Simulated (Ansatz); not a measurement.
B9, relaxed as a doublet with UKS PBE-D4/def2-SVP in Ansatz, starting from the GFN2-xTB geometry. Force threshold 0.02 eV/Å.

The relaxation made no stability test and no search for a lower SCF solution. Another isomer (doublet) lies 0.63 eV lower at PBE0-D4/def2-TZVP; other spin states weren't run for this one.

Start:

```csv
atom,x (Å),y (Å),z (Å)
B1,-0.3413,-0.0188,-1.0747
B2,0.6726,-0.6832,0.5941
B3,0.9669,0.9347,1.1590
B4,-0.5809,-1.4454,0.0764
B5,1.2054,0.1186,-0.9811
B6,2.0590,0.3239,0.2650
B7,-1.7994,-0.8757,-0.6410
B8,-0.5059,1.0760,0.7327
B9,-1.6764,0.5698,-0.1304
```

```json
{"step": "1", "energy (eV)": "-6063.4572", "largest force component (eV/Å)": "1.401", "SCF passes": "25"}
{"step": "2", "energy (eV)": "-6063.7782", "largest force component (eV/Å)": "0.478", "SCF passes": "26"}
{"step": "3", "energy (eV)": "-6063.8536", "largest force component (eV/Å)": "0.376", "SCF passes": "26"}
{"step": "4", "energy (eV)": "-6063.8671", "largest force component (eV/Å)": "0.246", "SCF passes": "26"}
{"step": "5", "energy (eV)": "-6063.8854", "largest force component (eV/Å)": "0.131", "SCF passes": "28"}
{"step": "6", "energy (eV)": "-6063.8952", "largest force component (eV/Å)": "0.160", "SCF passes": "27"}
{"step": "7 (rejected)", "energy (eV)": "-6063.8076", "largest force component (eV/Å)": "0.464", "SCF passes": "33"}
{"step": "8 (rejected)", "energy (eV)": "-6063.8820", "largest force component (eV/Å)": "0.296", "SCF passes": "37"}
{"step": "9", "energy (eV)": "-6063.9048", "largest force component (eV/Å)": "0.092", "SCF passes": "29"}
{"step": "10 (rejected)", "energy (eV)": "-6063.8902", "largest force component (eV/Å)": "0.197", "SCF passes": "30"}
{"step": "11", "energy (eV)": "-6063.9051", "largest force component (eV/Å)": "0.113", "SCF passes": "32"}
{"step": "12", "energy (eV)": "-6063.9062", "largest force component (eV/Å)": "0.152", "SCF passes": "36"}
{"step": "13", "energy (eV)": "-6063.9147", "largest force component (eV/Å)": "0.169", "SCF passes": "32"}
{"step": "14", "energy (eV)": "-6063.9341", "largest force component (eV/Å)": "0.496", "SCF passes": "35"}
{"step": "15", "energy (eV)": "-6063.9768", "largest force component (eV/Å)": "0.415", "SCF passes": "36"}
{"step": "16", "energy (eV)": "-6064.0055", "largest force component (eV/Å)": "0.260", "SCF passes": "34"}
{"step": "17", "energy (eV)": "-6064.0179", "largest force component (eV/Å)": "0.164", "SCF passes": "32"}
{"step": "18", "energy (eV)": "-6064.0254", "largest force component (eV/Å)": "0.154", "SCF passes": "31"}
{"step": "19", "energy (eV)": "-6064.0344", "largest force component (eV/Å)": "0.097", "SCF passes": "32"}
{"step": "20 (rejected)", "energy (eV)": "-6064.0331", "largest force component (eV/Å)": "0.643", "SCF passes": "33"}
{"step": "21", "energy (eV)": "-6064.0627", "largest force component (eV/Å)": "0.202", "SCF passes": "36"}
{"step": "22", "energy (eV)": "-6064.0838", "largest force component (eV/Å)": "0.272", "SCF passes": "35"}
{"step": "23 (rejected)", "energy (eV)": "-6063.9714", "largest force component (eV/Å)": "0.979", "SCF passes": "38"}
{"step": "24", "energy (eV)": "-6064.0995", "largest force component (eV/Å)": "0.239", "SCF passes": "36"}
{"step": "25", "energy (eV)": "-6064.1013", "largest force component (eV/Å)": "0.221", "SCF passes": "32"}
{"step": "26 (rejected)", "energy (eV)": "-6064.0808", "largest force component (eV/Å)": "0.378", "SCF passes": "29"}
{"step": "27", "energy (eV)": "-6064.1040", "largest force component (eV/Å)": "0.052", "SCF passes": "32"}
{"step": "28", "energy (eV)": "-6064.1042", "largest force component (eV/Å)": "0.016", "SCF passes": "25"}
```

Force components are those of the run's own axes.

End:

```xyz
9

B    -0.524    0.069   -1.150
B     0.973   -0.979    0.582
B     1.062    1.075    0.965
B    -0.523   -1.329    0.052
B     0.977    0.357   -0.690
B     2.147    0.071    0.489
B    -1.839   -0.903   -0.726
B    -0.455    1.190    0.446
B    -1.817    0.449    0.034
```

Bonds formed: B3–B5, B5–B8 (atoms count from 1).

No frequencies were taken in this run, so the end may be a saddle point.

Hardware: 4 threads of Arm Neoverse V2 on a shared host. Wall time 49 s.
